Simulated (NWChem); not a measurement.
Species: SeF4; SMILES F[Se](F)(F)F

```xyz
5

Se     0.0000     0.0000     0.3069
F      0.5634     1.5321    -0.3264
F      1.5321    -0.5634    -0.3264
F     -0.5634    -1.5321    -0.3264
F     -1.5321     0.5634    -0.3264
```
Atoms are numbered in this order, from 1.

This is a stationary point of PBE0/def2-SVP (NWChem), point group C4v. This build's default masses of Se (78.918 u) and Br (79.917 u) are each other's, which moves their modes by up to 0.6 %.

Is it a minimum? If not, what does it relax to?

No. It has an imaginary frequency of 119i cm⁻¹. Following that mode (on a finer grid) lowers the energy by 6.4 kcal/mol and ends, with real frequencies alone, at point group C2v:
```xyz
5

Se     0.0000     0.0000     0.3249
F      0.6110     1.6616     0.1591
F      1.2307    -0.4525    -0.7739
F     -0.6110    -1.6616     0.1591
F     -1.2307     0.4525    -0.7739
```
